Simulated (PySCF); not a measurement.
Spinor energies of Ag²⁺ (silver, charge +2)

Start: [Kr] 4d9; 4d3/2 filled at m_j = -1/2, +1/2, +3/2; 4d5/2 filled at m_j = -5/2, -3/2, -1/2, +1/2, +3/2, +5/2. Calculated with PySCF 2.14 in x2c-TZVPPall-2c (8s9p7d2f1g, 93 functions): generalised Hartree-Fock with the X2C-1e Hamiltonian and a Gaussian nucleus; one run each with spin-orbit coupling (SO) screened by Boettger's factors, then bare. This is a chosen level, not necessarily the ground level.

| spinor shell | electrons | ε, screened SO (eV) | ε, bare SO (eV) | weight of nominal j (bare SO) | rms radius, bare SO (bohr) |
| --- | --- | --- | --- | --- | --- |
| 1s1/2 | 2 | -25666.7 | -25666.6 | 1.000 | 0.0357 |
| 2s1/2 | 2 | -3884.5 | -3884.5 | 1.000 | 0.146 |
| 2p1/2 | 2 | -3601.5 | -3607.3 | 1.000 | 0.127 |
| 2p3/2 | 4 | -3424.3 | -3421.9 | 1.000 | 0.132 |
| 3s1/2 | 2 | -767.78 | -767.79 | 1.000 | 0.392 |
| 3p1/2 | 2 | -653.75 | -654.81 | 1.000 | 0.386 |
| 3p3/2 | 4 | -621.39 | -620.96 | 1.000 | 0.398 |
| 3d3/2 | 4 | -420.69 | -421.75 | 1.000 | 0.374 |
| 3d5/2 | 6 | -414.66 | -413.99 | 1.000 | 0.377 |
| 4s1/2 | 2 | -138.90 | -138.91 | 1.000 | 0.976 |
| 4p1/2 | 2 | -99.948 | -100.13 | 0.956 | 1.05 |
| 4p3/2 | 4 | -95.739 | -95.676 | 0.978 | 1.08 |
| 4d3/2 | 3 | -36.656 | -36.754 | 0.867 | 1.40 |
| 4d5/2 | 6 | -35.865 | -35.812 | 0.934 | 1.42 |

```
   quantity  screened SO      bare SO
E (hartree)  -5312.34182  -5312.43410
        M_J          3/2          3/2
       ⟨J²⟩        3.754        3.754
       ⟨L²⟩        6.022        6.024
       ⟨S²⟩        0.766        0.768
```

Each row is a mean over spinors that exchange with the open shell spreads, by up to 4.427 eV (4p1/2).

Rows whose weight is well below 1 are mixtures of j = l ± 1/2: exchange outweighs spin-orbit coupling there, and the label is only the starting occupation.

Breit and QED terms are absent; they matter most for the inner s and p1/2 levels.

Densities and radii are taken from the X2C orbitals without a picture-change correction, which distorts them close to the nucleus.
